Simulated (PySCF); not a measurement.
## Cs₂F₂: how level, basis and relativity move the structure

Each row is its own optimisation.

Each entry is the lowest minimum that a search over a few typed start shapes (and spin states, where more than one is plausible) found, or that minimum re-optimised at the stated level; isomers with ligand–ligand bonds, or fragments after loss of a ligand pair, can lie lower. Open shells are unrestricted; no spin–orbit coupling; PySCF with density fitting.

```
                                                level  2S+1  point group  mean bond to Cs (Å)  distinct angles (°)  polar-tensor charge of Cs  atomisation (kJ/mol)
B3LYP/def2-TZVP (scalar-relativistic core potentials)     1          D2h                2.642               102/78                       0.96                  1136
  PBE/def2-TZVP (scalar-relativistic core potentials)     1          D2h                2.628               102/78                       0.94                  1181
 PBE0/def2-TZVP (scalar-relativistic core potentials)     ?            ?                    ?                    ?                          ?                     ?
```

Q: Fill in the row of PBE0/def2-TZVP (scalar-relativistic core potentials).

A: 2S+1: 1; point group: D2h; mean bond to Cs (Å): 2.616; distinct angles (°): 102/78; polar-tensor charge of Cs: 0.97; atomisation (kJ/mol): 1124.

Across these levels the mean bond spreads over 0.026 Å and the highest wavenumber over 7 cm⁻¹; all give the same point group.

Levels that gave another bonding pattern or an unsound solution are left out.
